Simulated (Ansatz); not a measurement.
Isolated molecules relaxed with PBE0-D4/def2-TZVP in Ansatz; ΔE leaves out vibrations. CBS: MP2 limit from def2 TZ/QZ plus the TZ coupled-cluster correction, frozen cores. DFT in def2-TZVPP. Each species was taken in one conformer, which may not be the lowest.

Reaction (formal exchange of groups at a C–C bond): `CCB(O)OC` + `CCC(CC)CC` → `CCCC(CC)CC` + `COB(C)O`

Q: Is it downhill or uphill in electronic energy at CCSD(T)/CBS, and by how much? (Estimate.)

A: The calculation gave: Downhill: ΔE = -0.11 eV.

Q: What do these levels give: r2SCAN-D4, PBE0-D4, ωB97X-V, ωB97M-V, B2PLYP, PBE, r2SCAN, CCSD(T)/def2-TZVPP, HF/def2-QZVPP, SCS-MP2/def2-QZVPP, MP2/CBS(def2), CCSD/CBS(def2)? (An estimate is asked.)

A: Ansatz gave: r2SCAN-D4 -0.11, PBE0-D4 -0.10, ωB97X-V -0.10, ωB97M-V -0.11, B2PLYP -0.09, PBE -0.07, r2SCAN -0.10, CCSD(T)/def2-TZVPP -0.11, HF/def2-QZVPP -0.07, SCS-MP2/def2-QZVPP -0.11, MP2/CBS(def2) -0.12, CCSD/CBS(def2) -0.11 eV.

Largest T1 diagnostic among the species: 0.012.

In def2-TZVPP, CCSD(T) changes the Hartree–Fock value by −0.04 eV (the triples alone add −0.00 eV) and MP2 by −0.05 eV.
